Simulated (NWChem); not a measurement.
Species: C$_{2}$H$_{3}$F$_{2}$NSi; SMILES C1([SiH2]C=N1)(F)F

```xyz
9

F      0.2042    -1.4047     1.0830
C      0.0196    -0.6332     0.0000
F      0.2042    -1.4047    -1.0830
N     -1.3332    -0.0822     0.0000
C     -1.1293     1.1883     0.0000
Si     0.7643     1.1625     0.0000
H     -1.9741     1.8906     0.0000
H      1.4715     1.6410    -1.2235
H      1.4715     1.6410     1.2235
```
Atoms are numbered in this order, from 1.

All runs: NWChem. Structure relaxed at the PBE0/def2-SVP level. GIAO values for the isolated, static molecule; σ is the absolute isotropic shielding, δ = σ(reference) − σ with the isolated reference molecule computed at the same levels (13C: tetramethylsilane, 19F: trichlorofluoromethane, 1H: tetramethylsilane, 15N: ammonia, 29Si: tetramethylsilane).

Problem. Predict the results for BHandHLYP/pcSseg-1. Quantities: δ F1 (ppm); δ C2 (ppm); δ N4 (ppm); δ C5 (ppm); δ Si6 (ppm); δ H7 (ppm); δ H8 (ppm).

Solution. 
- δ F1 (ppm): -83.1
- δ C2 (ppm): 126.3
- δ N4 (ppm): 537.6
- δ C5 (ppm): 206.9
- δ Si6 (ppm): 0.0
- δ H7 (ppm): 9.39
- δ H8 (ppm): 5.40
